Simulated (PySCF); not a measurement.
**Radial density of Cl²⁺ (chlorine, charge +2)**

UHF, [Ne] 3s2 3p3, high-spin 4S determinant. Computed with PySCF 2.14 in dyall-acv3z, with scalar relativity by spin-free X2C-1e.

| r (bohr) | 4πr²ρ (e/bohr) | 4πr²(ρα − ρβ) |
| --- | --- | --- |
| 0.00143 | 0.09540 | 0.0000 |
| 0.00241 | 0.2516 | 0.0000 |
| 0.00405 | 0.6504 | 0.0000 |
| 0.00682 | 1.625 | 0.0001 |
| 0.0115 | 3.824 | 0.0002 |
| 0.0193 | 8.125 | 0.0011 |
| 0.0324 | 14.51 | 0.0055 |
| 0.0546 | 19.46 | 0.0286 |
| 0.0918 | 17.23 | 0.1225 |
| 0.154 | 13.17 | 0.3610 |
| 0.260 | 18.28 | 0.5207 |
| 0.437 | 15.50 | 0.0806 |
| 0.735 | 4.410 | 0.4465 |
| 1.24 | 3.960 | 2.1727 |
| 2.08 | 1.703 | 1.1038 |
| 3.50 | 0.07829 | 0.0593 |
| 5.88 | 0.0001717 | 0.0002 |

Densities and radii are taken from the X2C orbitals without a picture-change correction, which distorts them close to the nucleus.
